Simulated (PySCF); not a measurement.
## Functional dependence of a UV spectrum

BrGeH₄N.
SMILES: `[NH2][GeH2][Br]`

Linear-response calculations in the def2-SVPD basis (PySCF; singlets by full response, triplets Tamm–Dancoff, core orbitals frozen in the response; HF means time-dependent Hartree–Fock). 'Strongest' is the level of largest summed f among the singlets computed (10 roots, of which the last may lack a degenerate partner); it can jump between rows when another state enters that window. S1 is the lowest singlet of each run and needn't be the same state throughout; f(S1) is that of one state. Isolated species at its PBE0-D3(BJ)/def2-SVP geometry (one conformer only). The LDA/def2-SVPD calculation is non-relativistic and has no spin–orbit coupling, an omission that weighs most on bromine and germanium.

| functional | kind | S1 (eV) | f(S1) | strongest (eV) | T1 (eV) | HOMO (eV) | gap (eV) | ionisation energy, ΔSCF (eV) |
| --- | --- | --- | --- | --- | --- | --- | --- | --- |
| LDA | LDA | 5.54 | 0.027 | 6.19 | 5.01 | -6.65 | 5.18 | 9.85 |
| PBE | GGA | 5.58 | 0.023 | 6.22 | 5.03 | -6.51 | 5.26 | 9.64 |
| B3LYP | global hybrid, 20% exact exchange | 6.04 | 0.030 | 6.66 | 5.45 | -7.60 | 6.92 | 9.90 |
| PBE0 | global hybrid, 25% exact exchange | 6.28 | 0.032 | 6.92 | 5.64 | -7.86 | 7.47 | 9.93 |
| BHandHLYP | global hybrid, 50% exact exchange | 6.66 | 0.021 | 7.49 | 6.07 | -9.08 | 9.48 | 9.99 |
| CAM-B3LYP | range-separated hybrid | 6.39 | 0.020 | 7.14 | 5.81 | -9.21 | 9.69 | 10.14 |
| wB97X-D | range-separated hybrid | 6.52 | 0.021 | 7.26 | 5.95 | -9.73 | 11.01 | 10.13 |
| LC-wPBE | range-separated hybrid | 6.78 | 0.020 | 7.72 | 6.21 | -10.60 | 12.20 | 10.35 |
| HF | Hartree–Fock | 7.53 | 0.029 | 8.67 | 6.88 | -11.02 | 13.10 | not settled |

S1 runs from 5.54 eV (LDA) to 7.53 eV (HF), a spread of 1.99 eV, while the orbital gap spreads over 7.9 eV. Along PBE (0%), B3LYP (20%), PBE0 (25%), BHandHLYP (50%), HF (100%) S1 rises with the share of exact exchange. −ε(HOMO) comes closest to its own ΔSCF ionisation energy with LC-wPBE (+0.24 eV) and misses most with LDA (-3.20 eV). 'Not settled' means that the ion's SCF failed to converge or may have ended in another state than the lowest.

Without π bonds the low states are Rydberg-like; a valence basis with one diffuse set may place them up to an eV too high.
